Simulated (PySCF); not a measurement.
O₂Si, SMILES [O][Si]=O (connectivity only; charge and spin as stated), charge -1, multiplicity 2.

Geometry optimised at PBE-D3(BJ)/def2-TZVPD. The isomer is the one that the SMILES or the coordinates give; other isomers of the formula were not compared.

All values below come from PBE-D3(BJ)/def2-TZVPD (PySCF 2.14.0).

Frequencies are harmonic and unscaled.

```csv
mode,ν (cm⁻¹),IR (km/mol),moving atoms (share of kinetic energy)
1,309,23.0,"O 59 %, Si 41 %"
2,889,16.3,"O 88 %, Si 12 %"
3,1156,187.9,"O 50 %, Si 50 %"
```
